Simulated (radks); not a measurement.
Results of a calculation; reference values are marked as such.
Problem. Isoelectronic series with 8 electrons, all held in the configuration [He] 2s2 2p4, which need not be the ground one along the series. Level of theory: scalar-relativistic Kohn-Sham, r2SCAN, spin-polarised, spherical densities, finite nucleus; open shells are filled with parallel spins first (spin-orbit coupling, left out, can overturn this in heavy ions); meta-GGA in the generalised Kohn-Sham scheme; Fermi nuclear charge, rms radius of each element as measured or else 0.836 A^(1/3) + 0.57 fm (a radial shooting solver on a logarithmic mesh with Libxc functionals). Total energies (hartree) and mean radii <r> (bohr):

ion    E (hartree)  2p down   2p up  2s down   2s up
O        -75.09032    1.354   1.213    1.166   1.123
Ne2+    -126.73483   0.8318  0.7974   0.8388  0.8198
Mg4+    -192.51066   0.6158  0.5993   0.6537  0.6430
Si6+    -272.43252   0.4910  0.4813   0.5355  0.5286
Ar10+   -474.89043   0.3505  0.3458   0.3930  0.3895
Ca12+   -597.54607   0.3067  0.3032   0.3467  0.3440
Ti14+   -734.58310   0.2727  0.2699   0.3101  0.3079
Cr16+   -886.08667   0.2454  0.2432   0.2803  0.2786
Fe18+  -1052.15156   0.2231  0.2213   0.2557  0.2542
Ni20+  -1232.88289   0.2044  0.2029   0.2349  0.2337
Zn22+  -1428.39530   0.1886  0.1874   0.2172  0.2161
Ge24+  -1638.81479   0.1750  0.1740   0.2018  0.2010
Se26+  -1864.27868   0.1633  0.1623   0.1884  0.1877
Kr28+  -2104.93499   0.1529  0.1521   0.1766  0.1760
Sr30+  -2360.94393   0.1438  0.1431   0.1662  0.1656
Zr32+  -2632.47783   0.1356  0.1350   0.1568  0.1562
Mo34+  -2919.72018   0.1283  0.1278   0.1483  0.1478
Ru36+  -3222.87343   0.1218  0.1212   0.1407  0.1402

Estimate the row of S8+.

Solution. E (hartree) -366.54100; 2p down 0.4089; 2p up 0.4024; 2s down 0.4534; 2s up 0.4486.
